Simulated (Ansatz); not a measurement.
Sn(vinyl)H3 (C₂H₆Sn). Charge 0, multiplicity 1. Geometry r2SCAN-D4/def2-TZVP.

```xyz
9

Sn   -0.5704    0.2917   -1.2628
C     0.7101    0.1601    0.4389
C     0.4010   -0.5095    1.5459
H     1.6689    0.6732    0.3897
H    -0.5382   -1.0444    1.6643
H     1.0789   -0.5553    2.3960
H    -0.9172   -1.2704   -1.8589
H     0.2065    1.2047   -2.4774
H    -2.0397    1.0498   -0.8358
```

In the def2 sets Sn takes a core potential, while STO-3G treats all electrons; there is no spin–orbit coupling.

Problem. Estimate the orbital energies around the gap (eV) in Ansatz with HF/STO-3G, LDA (SPW92)/def2-TZVP, PBE-D4/def2-TZVP, r2SCAN-D4/def2-TZVP, ωB97M-V/def2-TZVP.

Solution. 
```csv
orbital,HF/STO-3G,LDA (SPW92)/def2-TZVP,PBE-D4/def2-TZVP,r2SCAN-D4/def2-TZVP,ωB97M-V/def2-TZVP
HOMO−13,-26.12,-25.31,-25.32,-26.10,-30.92
HOMO−12,-23.99,-25.31,-25.32,-26.09,-30.91
HOMO−11,-23.98,-25.30,-25.31,-26.09,-30.91
HOMO−10,-23.92,-25.18,-25.20,-25.96,-30.78
HOMO−9,-23.78,-25.17,-25.19,-25.95,-30.77
HOMO−8,-23.78,-18.77,-18.84,-19.87,-24.07
HOMO−7,-19.33,-14.19,-14.19,-14.89,-18.78
HOMO−6,-15.82,-12.73,-12.56,-13.02,-16.89
HOMO−5,-14.67,-11.15,-11.07,-11.51,-15.19
HOMO−4,-13.32,-9.87,-9.80,-10.19,-13.77
HOMO−3,-10.51,-8.09,-7.98,-8.31,-11.53
HOMO−2,-10.28,-7.82,-7.76,-8.09,-11.24
HOMO−1,-9.25,-7.19,-7.10,-7.35,-10.50
HOMO,-8.28,-6.93,-6.78,-7.00,-10.12
LUMO,8.67,-1.68,-1.46,-1.25,1.50
LUMO+1,11.59,-0.54,-0.35,0.09,1.67
LUMO+2,12.64,-0.19,0.00,0.38,2.24
LUMO+3,12.76,0.11,0.28,0.73,2.71
LUMO+4,13.56,0.74,0.88,1.41,2.79
LUMO+5,18.06,1.16,1.23,2.12,3.38
```
